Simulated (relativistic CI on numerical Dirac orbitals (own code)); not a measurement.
# Sensitivity of the levels of S XIII to α

These numbers are calculated, not measured: Dirac-Coulomb-Breit CI, orbitals from a KLI potential per configuration, derivatives by finite differences, unscaled Slater integrals, QED left out (own radial code, finite nucleus).

Configurations in the expansion (outside the closed core 1s2): 2s2, 2s 2p, 2p2, 2p 3s, 2p 3p, 2s 3s, 2s 3p, 2s 3d. Levels of other configurations are missing.

With x = (α/α₀)² − 1 an excitation energy changes as ω = ω₀ + qx; K = 2q/ω₀ is the relative enhancement. Terms are leading LS components, so labels can repeat.

Lowest level 2s2 1S_0.

```csv
Level,ω₀ (cm⁻¹),q (cm⁻¹),K
2s 2p 3P°_0,200936,2918,0.029
2s 2p 3P°_1,205200,6985,0.0681
2s 2p 3P°_2,214819,16890,0.157
2s 2p 1P°_1,403648,13420,0.0665
2p2 3P_0,527458,15400,0.0584
2p2 3P_1,532925,21650,0.0812
2p2 3P_2,541004,28960,0.107
2p2 1D_2,598804,27580,0.0921
2p2 1S_0,736958,27090,0.0735
2s 3s 3S_1,3010192,11950,0.00794
2s 3s 1S_0,3048253,12500,0.0082
2s 3p 1P°_1,3105698,14410,0.00928
2s 3p 3P°_0,3107453,12980,0.00835
2s 3p 3P°_1,3109596,16070,0.0103
2s 3p 3P°_2,3111413,16960,0.0109
2s 3d 3D_1,3157921,16860,0.0107
2s 3d 3D_2,3158406,17330,0.011
2s 3d 3D_3,3159213,18130,0.0115
2s 3d 1D_2,3198348,17590,0.011
2p 3s 3P°_0,3264843,15820,0.00969
2p 3s 3P°_1,3268770,18930,0.0116
2p 3s 3P°_2,3279578,30660,0.0187
2p 3s 1P°_1,3313782,26900,0.0162
```

At this charge energies of transitions that change n are usually good to better than 1 %, and those within a shell (Δn = 0) to a few per cent.
